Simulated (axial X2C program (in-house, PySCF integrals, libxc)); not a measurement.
## Levels of BeS⁻ by electron attachment to BeS (EOM-EA-CCSD)

Computed with an axial X2C code built on PySCF integrals: two-component X2C with atomic mean-field Coulomb and Gaunt terms, Gaussian nuclei, basis S dyall-av3z, Be dyall-acv3z with contracted cores.

R = 1.600 Å (0.920 times 1.739 Å, the PBE0 minimum at charge 0 for the lowest determinant).

Levels of BeS⁻ obtained by attaching an electron to BeS:

```tsv
Ω	binding energy (eV)	above lowest (cm⁻¹)	attached spinor	one-particle weight
1/2	1.983	0	41% Be sσ, 40% Be pσ, 8% S pσ	0.96
1/2	-0.339	18722	83% Be pσ, 16% Be sσ	1.00
1/2	-0.441	19546	95% Be pπ	1.00
3/2	-0.442	19552	96% Be pπ	1.00
1/2	-0.892	23185	74% Be sσ, 20% Be pσ	0.99
1/2	-1.361	26964	61% Be pπ, 27% Be dπ, 7% S dπ	0.97
3/2	-1.364	26993	61% Be pπ, 27% Be dπ, 7% S dπ	0.97
```

Negative binding energies belong to unbound states, resonances or levels that the basis set holds; within some tenths of an eV of zero the sign is not settled.

This point took 8.5 s on 1 thread of Intel(R) Xeon(R) 6975P-C (Granite Rapids) (shared host).

Reference electrons by ω block (each with its −ω partner): 1/2: 8, 3/2: 2. 8 electrons of BeS correlated (inner shells frozen), 90 natural virtual spinors (a truncated set); levels can be off by some tenths of an eV. Roots sought by Ω: (1/2: 5, 3/2: 4, 5/2: 2, 7/2: 1); the list ends where they run out and leaves out roots under 60 % one-particle weight. The solver can skip a root, and states that need a further excitation, which the method places far too high, are missing though they may lie low or lowest. T1 of the reference 0.024 (Lee–Taylor). Number of frozen shells: S 2 s, 1 p; Be 1 s.
